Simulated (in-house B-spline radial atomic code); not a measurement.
K⁺. Computed with a B-spline radial atomic code. Model: non-relativistic spherical atom: semilocal Troullier-Martins pseudo-atom, one channel per l, against all electrons, high spin, G0W0 and RPA with empty states to l = 8, local potential for every l without a channel, a model core (radius 0 = none) keeps its share of the functional.

What the tables leave out is listed at the end.

The pseudopotential gives back the lowest level of each angular momentum of its own functional in the configuration it was made in; a second state of the same l is only approximately right. Exact exchange, RPA and GW see the smooth pseudo-orbitals and miss the exchange with the core, for which the functional's share stands in. The column with an uncorrelated core keeps all orbitals and exact exchange, and so separates missing core correlation from pseudisation. Only the three outermost levels and the lowest empty one were computed. RPA here is direct RPA, with no exchange kernel, and its energies carry an (l + 1/2)⁻⁴ tail. A hybrid on a potential with a model core restores only its own semilocal share of the core's exchange.

Command:
```bash
python run_psgw.py task.json out
```
Settings (lengths in bohr, energies in hartree):
```
Z                      19
electrons              18
configuration          [Ne] 3s2 3p6
generated_in           [Ar] 4s1
functional             pbe,pbe
core_shells            3
radius_factor          0.9
core_correction        True
```

Cost of the run: 17 s on 1 thread of Arm Neoverse N1 (shared host).

Given: made with PBE; model core radius 0.671 bohr; local radius 0.984 bohr; mean-field start PBE.

Valence shells of the generating configuration: 3s, 3p, 4s.

Channel: s 0.974, p 1.042 (radii in bohr).

Computed: largest level miss in the spin-unpolarised generating configuration 0.011 eV; valence RPA correlation energy all-electron orbitals -0.44667 hartree; valence RPA correlation energy pseudo -0.45158 hartree; pseudo-atom RPA polarisability 5.1051 bohr³.

```csv
level,occupied,mean-field all-electron (eV),mean-field pseudo minus all (eV),G0W0 all-electron (eV),G0W0 uncorrelated core minus all (eV),G0W0 pseudo minus all (eV),exchange self-energy all-electron (eV),exchange self-energy pseudo (eV)
3p,1,-24.896,-0.021,-31.458,0.132,-0.125,-27.875,-24.911
4s (empty),0,-6.1818,-0.031,-4.1228,0.014,-0.014,-1.3102,-0.95389
```

Task: What is the all-electron RPA polarisability, core included?

Result: 5.184 bohr³.

Given: mean-field start PBE0.

Computed: valence RPA correlation energy all-electron orbitals -0.41577 hartree; valence RPA correlation energy pseudo -0.42172 hartree; all-electron RPA polarisability, core included 4.6844 bohr³.

```tsv
level	occupied	mean-field all-electron (eV)	mean-field pseudo minus all (eV)	G0W0 all-electron (eV)	G0W0 uncorrelated core minus all (eV)	G0W0 pseudo minus all (eV)	exchange self-energy all-electron (eV)	exchange self-energy pseudo (eV)
3p	1	-26.922	-0.006	-31.708	0.131	-0.081	-27.839	-24.888
4s (empty)	0	-5.5434	-0.01	-4.2048	0.012	-0.005	-1.1046	-0.80521
```

Task: What is the pseudo-atom RPA polarisability?

Result: 4.6398 bohr³.

Among the listed levels the largest G0W0 shift of the pseudo-atom is -0.12 eV, for 3p on the PBE start, while leaving the core uncorrelated moves that level by +0.13 eV. The rest, -0.26 eV, comes from pseudisation and the lost core exchange. Not in the tables (levels of low weight, unsolved or above zero; the highest and the empty levels are kept at any weight): on PBE the G0W0 levels 3s (pseudo minus all -0.55 eV, weights 0.49 and 0.48); on PBE0 the G0W0 levels 3s (pseudo minus all -0.26 eV, weights 0.67 and 0.67); no Hartree-Fock pseudo-atom is run with a model core.
